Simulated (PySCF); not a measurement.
Compound: C₂H₅BCl₂O₂S.
Atom-mapped SMILES: `[CH3:1][S:2](=[O:3])(=[O:4])[CH2:5][B:6]([Cl:7])[Cl:8]` (hydrogens: H9, H10, H11 on C1; H12, H13 on C5)

Geometry (PBE0-D3(BJ)/def2-SVP, Å), atoms numbered from 1 in this order:
```
atom  x, y, z in Å
C1    -0.6726    0.0500   -0.1406
S2     0.5229    1.3699   -0.1086
O3    -0.0915    2.5292   -0.7421
O4     1.0606    1.4570    1.2497
C5     1.8789    0.8095   -1.1626
B6     2.8606   -0.0907   -0.3254
Cl7    4.4084    0.5150    0.1820
Cl8    2.4249   -1.7422    0.0681
H9    -0.2183   -0.8726    0.2396
H10   -1.4740    0.3942    0.5272
H11   -1.0521   -0.0673   -1.1631
H12    2.3442    1.7545   -1.4786
H13    1.4475    0.3106   -2.0430
```

Method used: core-valence-separated Tamm–Dancoff BHandHLYP/aug-pcX-1 (pcseg-1 on H, def2-SVPD on Cl, def2-SVPD on S) in PySCF, non-relativistic, gas phase, PBE0-D3(BJ)/def2-SVP geometry. The energies are unshifted.

The lowest roots of each edge with f over 0.003 (five at most, numbered afresh; weaker and dark ones are left out), with transition dipoles (au) in the frame of the coordinates:

```tsv
root	edge	E (eV)	μx	μy	μz
1	C	284.17	0.0264	-0.0070	-0.0241
2	C	285.64	0.0517	0.0467	0.0068
3	C	286.36	-0.0202	-0.0196	-0.0401
4	C	286.55	-0.0228	-0.0134	-0.0119
5	C	286.62	0.0685	-0.0001	-0.0514
6	O	531.61	-0.0277	0.0304	-0.0001
7	O	531.62	0.0059	-0.0138	0.0217
8	O	532.29	0.0183	-0.0004	0.0432
9	O	532.47	-0.0086	0.0207	-0.0383
10	O	533.27	0.0045	-0.0395	-0.0134
11	B	188.18	-0.0612	0.0471	0.1229
12	B	193.56	0.0109	-0.0674	0.0368
13	B	193.72	-0.0788	-0.0810	-0.0154
14	B	194.33	-0.0394	0.0174	-0.0177
```

Problem. What are the oscillator strengths?

Solution. f = (2/3) ΔE |μ|², with ΔE in hartree (27.2114 eV):

| root | ΔE (Eh) | \|μ\|² (au) | f | core hole on |
| --- | --- | --- | --- | --- |
| 1 | 10.4429 | 0.001327 | 0.009 | C5 |
| 2 | 10.4972 | 0.004900 | 0.034 | C1 |
| 3 | 10.5236 | 0.002400 | 0.017 | C5 |
| 4 | 10.5307 | 0.000841 | 0.006 | C1 |
| 5 | 10.5332 | 0.007334 | 0.051 | C5 |
| 6 | 19.5364 | 0.001691 | 0.022 | O3/O4 |
| 7 | 19.5368 | 0.000696 | 0.009 | O3/O4 |
| 8 | 19.5612 | 0.002201 | 0.029 | O4 |
| 9 | 19.5680 | 0.001969 | 0.026 | O3 |
| 10 | 19.5975 | 0.001760 | 0.023 | O4 |
| 11 | 6.9156 | 0.021068 | 0.097 | B6 |
| 12 | 7.1132 | 0.006016 | 0.029 | B6 |
| 13 | 7.1192 | 0.013008 | 0.062 | B6 |
| 14 | 7.1416 | 0.002168 | 0.010 | B6 |

Problem. Molecules are fixed in this frame and the field points along x. What effective strengths 3 f cos²θ do the roots have (θ between field and μ)?

Solution. root 1 (C5): 0.015, root 2 (C1): 0.056, root 3 (C5): 0.009, root 4 (C1): 0.011, root 5 (C5): 0.099, root 6 (O3/O4): 0.030, root 7 (O3/O4): 0.001, root 8 (O4): 0.013, root 9 (O3): 0.003, root 10 (O4): 0.001, root 11 (B6): 0.052, root 12 (B6): 0.002, root 13 (B6): 0.088, root 14 (B6): 0.022. Root 5 is the strongest. Averaged over all orientations cos²θ is 1/3, which gives f back.

One conformer stands for the species.
